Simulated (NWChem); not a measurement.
Species: CH4Cl2OSn; SMILES [SnH]([Cl])([Cl])[O]C

```xyz
9

Sn     0.0824    -0.5235     0.0000
Cl     0.9663     0.5806    -1.8939
Cl     0.9663     0.5806     1.8939
O     -1.8914    -0.2543     0.0000
C     -2.4156     1.0667     0.0000
H      0.4069    -2.2091     0.0000
H     -3.5230     0.9843     0.0000
H     -2.1149     1.6469    -0.9026
H     -2.1149     1.6469     0.9026
```
Atoms are numbered in this order, from 1.

Program: NWChem. Coordinates come from a PBE-D3(BJ)/def2-SVP optimisation. No frequency run checked for a minimum. def2 effective core potentials on Sn; no spin-orbit coupling.

### Question
Estimate the computed values for TPSS/def2-SVP. Quantities: highest occupied level (eV); orbital gap (eV); dipole (D).

### Answer
```json
{
 "highest occupied level (eV)": "-6.74",
 "orbital gap (eV)": "3.82",
 "dipole (D)": "1.20"
}
```
